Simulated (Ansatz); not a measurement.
GaSiH7O, closed shell: at the end structure of a reaction step.

in.yaml

```yaml
crystal:
  periodic: [false, false, false]
  atoms:
    - {symbol: Ga, position_ang: [-0.460963, -0.513810, -1.015204]}
    - {symbol: O, position_ang: [0.156307, 1.595606, -0.928940]}
    - {symbol: H, position_ang: [0.679920, -0.940536, -2.022592]}
    - {symbol: H, position_ang: [-1.924613, -0.330045, -1.553623]}
    - {symbol: H, position_ang: [0.504632, 1.757312, -0.043579]}
    - {symbol: Si, position_ang: [-0.054808, -0.829842, 1.353800]}
    - {symbol: H, position_ang: [0.875107, 1.761591, -1.547399]}
    - {symbol: H, position_ang: [0.940946, -1.886642, 1.692180]}
    - {symbol: H, position_ang: [-1.260099, -1.068213, 2.197335]}
    - {symbol: H, position_ang: [0.543471, 0.454579, 1.868024]}
basis:
  gaussian: {orbitals: def2-TZVPP}
hamiltonian: {xc: lda}
```

Launched with

```bash
ansatz run in.yaml --threads 4 --pin off --events-out ev --progress --plain --max-ram 9574MiB
```

What Ansatz 0.2.0 printed:

```
Functional definition: SPW92
  name "SPW92"
  cite "Dirac, Proc. Camb. Phil. Soc. 26, 376 (1930) doi:10.1017/S0305004100016108"
  cite "Slater, Phys. Rev. 81, 385 (1951) doi:10.1103/PhysRev.81.385"
  cite "Perdew & Wang, Phys. Rev. B 45, 13244 (1992) doi:10.1103/PhysRevB.45.13244"
  exchange = slater_x
  correlation = pw_c
1220 factors; their error is unknown
mean field evaluation 1: about -62280.6235 eV, gradient 6.8e1 eV
mean field evaluation 2: about -62260.4529 eV, gradient 1.3e2 eV
mean field evaluation 4: about -62287.3723 eV, gradient 8.5e0 eV
mean field evaluation 8: about -62287.4523 eV, gradient 1.3e-1 eV
mean field evaluation 16: about -62287.4223 eV, gradient 1.2e-4 eV
mean field -62287.42225221 eV, -2289.0205478377 hartree, gradient 3.6e-5 eV, S^2 0.000000; 0 other end points of the search recorded, 0 dependent functions left out
reference -62287.42229738 eV, -2289.0205494976 hartree; 30, 30 occupied and 189, 189 virtual orbitals, 1220 factors
Total energy: -62287.42229738 eV, -2289.0205494976 hartree
```

Hardware: 4 CPU threads of an Arm Neoverse V2, shared host. Wall time about 0.85 s.
